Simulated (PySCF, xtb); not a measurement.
H9Si4, SMILES [SiH3][Si]([SiH3])[SiH3], multiplicity 2.

Harmonic wavenumbers (cm⁻¹) from xtb with GFN2-xTB at its own minimum, in rising order: 39, 42, 47, 85, 86, 91, 339, 361, 363, 404, 406, 407, 425, 508, 509, 749, 750, 808, 811, 811, 828, 831, 842, 843, 2167, 2168, 2180, 2200, 2204, 2207, 2212, 2216, 2220.

### Question
What does r2SCAN-D4/def2-SVP (PySCF) give at its own minimum? (The exact figures need the calculation; the answer reports its results.)

### Answer
70, 71, 71, 71, 87, 87, 319, 457, 457, 468, 480, 480, 536, 575, 575, 843, 843, 890, 924, 924, 928, 930, 933, 933, 2192, 2193, 2197, 2213, 2213, 2216, 2221, 2223, 2223. Paired by order, the mean absolute difference is 53 cm⁻¹ and the zero-point energies are 44.5 and 47.0 kcal/mol.
